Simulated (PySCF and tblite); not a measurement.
Values are calculated unless marked as measured or tabulated.
C4H7N3O, numbered as in [CH3:1][CH2:2][O:3][c:4]1[n:5][cH:6][nH:7][n:8]1.

First level. Conformers came from 90 starts (ETKDG and KDG, MMFF94s, GFN2-xTB); geometries are GFN2-xTB. Free energies are CAM-B3LYP-D3(BJ)/pcSseg-1 (IEF-PCM, tetrahydrofuran) single points with GFN2-xTB rigid-rotor and vibrational terms (modes under about 100 cm⁻¹ blended into free rotors). Symmetry numbers and mirror images are counted. Conformers within 2.5 kcal/mol (GFN2-xTB free energy) were kept, 4 at most. GIAO shieldings: CAM-B3LYP/pcSseg-1 (IEF-PCM, tetrahydrofuran). Shifts are against TMS (¹H), TMS (¹³C) at the same level. Run with PySCF (density fitting) and tblite.

It gives, at 298.15 K, with 4 conformers (largest weight 53 %): ¹H: 8.01 (H6, 1H), 4.47 (H2, 2H), 1.57 (H1, 3H) ppm. ¹³C: 180.4 (C4), 153.4 (C6), 69.7 (C2), 17.1 (C1) ppm.

Second level: GFN2-xTB geometries, energies TPSS-D3(BJ)/def2-SVP (IEF-PCM, benzene), shieldings LDA/pcSseg-1 (IEF-PCM, benzene), starting guess huckel, on up to 4 of the same conformers.

Question: How do the averaged shifts change?

Answer: 
| signal | first | second | change (ppm) |
| --- | --- | --- | --- |
| H1 | 1.57 | 1.49 | -0.08 |
| H2 | 4.47 | 4.68 | 0.21 |
| H6 | 8.01 | 7.65 | -0.35 |
| C1 | 17.1 | 15.2 | -2.0 |
| C2 | 69.7 | 71.9 | 2.2 |
| C4 | 180.4 | 177.4 | -3.0 |
| C6 | 153.4 | 146.3 | -7.1 |

The largest weight becomes 37 %.

H on N, O and S are left out: they exchange, and hydrogen bonds move them by several ppm. Shifts are unscaled: against experiment ¹³C can be off by 15 ppm or more and ¹H by 0.8 ppm.
